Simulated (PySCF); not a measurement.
**Cd₂Te: from structure and modes to constants**

Method: UPBE0/[Te def2-SVP with ECP28, Cd def2-SVP with ECP28], scalar-relativistic core potentials, density fitting, no spin–orbit coupling, PySCF.

The triplet minimum has C2v symmetry. Masses (u): Te 129.90622, Cd 113.90336.

```xyz
3
charge 0 multiplicity 3, angstrom
Te    0.0000    0.0000   -1.2552
Cd    1.9552    0.0000    0.7197
Cd   -1.9552    0.0000    0.7197
```

Harmonic wavenumbers (cm⁻¹): 30.5 (a1, ×1), 142.7 (b2, ×1), 144.4 (a1, ×1).

Task: Find the principal moments of inertia and the rotational constants. What kind of rotor is it?

Result: About the centre of mass I = 322.68, 870.86, 1193.5 u Å². With B = 16.8576/I this gives 0.05224, 0.01936, 0.01412 cm⁻¹. The molecule is an asymmetric top with κ = -0.73.

Task: What is the harmonic zero-point energy?

Result: Half the sum of all 3 wavenumbers, 318/2 = 159 cm⁻¹, which is 1.9 kJ/mol (1 cm⁻¹ = 0.0119627 kJ/mol).

Task: Find the vibrational entropy and heat capacity at 298.15 K.

Result: With u = 1.43878 ω/T, each mode gives S = R[u/(eᵘ−1) − ln(1−e⁻ᵘ)] and C = R u² eᵘ/(eᵘ−1)².
| ω (cm⁻¹) | u | S (J/(mol K)) | C (J/(mol K)) |
| --- | --- | --- | --- |
| 30.5 | 0.147 | 24.26 | 8.30 |
| 142.7 | 0.689 | 11.58 | 7.99 |
| 144.4 | 0.697 | 11.48 | 7.99 |
The sums over all modes are S = 47.3 and C = 24.3 J/(mol K); the softest mode gives 51 % of the entropy.

Task: Give the standard entropy (298.15 K, 1 bar) by its translational, rotational, vibrational and spin parts, and Cp.

Result: Sackur–Tetrode with M = 357.71 u gives 182.2; rotation with symmetry number 2 gives 124.4; vibration 47.3; spin R ln 3 = 9.1. The total is 363.0 J/(mol K), and Cp = 4 R + 24.3 = 57.5 J/(mol K).

This need not be the most stable arrangement of these atoms. With an element this heavy the missing spin–orbit coupling can shift these numbers.
